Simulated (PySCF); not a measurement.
C3H3ClF2, SMILES F[C@@H]1C[C@@]1(F)Cl.

The structure is a stationary point at PBE0-D3(BJ)/def2-SVP. The structure was generated by enumeration; whether it is a known compound was not checked.

The numbers are results of TDA-PBE/def2-SVPD run with PySCF 2.14.0, not measurements.

Vertical excitations. 

```
state  energy (eV)  λ (nm)      f                            main pairs
-----  -----------  ------  -----  ------------------------------------
S1            6.06     205  0.003                        HOMO→LUMO 99 %
S2            6.83     182  0.028    HOMO−1→LUMO 82 %, HOMO→LUMO+1 15 %
S3            6.88     180  0.023    HOMO→LUMO+1 82 %, HOMO−1→LUMO 15 %
S4            7.40     168  0.018    HOMO→LUMO+2 66 %, HOMO−2→LUMO 29 %
S5            7.42     167  0.009    HOMO−2→LUMO 60 %, HOMO→LUMO+2 31 %
S6            7.67     162  0.018  HOMO−1→LUMO+1 75 %, HOMO→LUMO+3 15 %
S7            7.76     160  0.008                      HOMO→LUMO+3 78 %
S8            7.80     159  0.004                      HOMO−3→LUMO 89 %
S9            8.00     155  0.046                      HOMO→LUMO+4 94 %
S10           8.19     151  0.014                      HOMO→LUMO+5 90 %
T1            5.53     224      0                        HOMO→LUMO 99 %
T2            6.38     194      0                      HOMO−1→LUMO 97 %
T3            6.60     188      0                      HOMO→LUMO+1 97 %
T4            6.94     179      0                      HOMO−2→LUMO 96 %
```
Triplets are in the Tamm–Dancoff approximation.
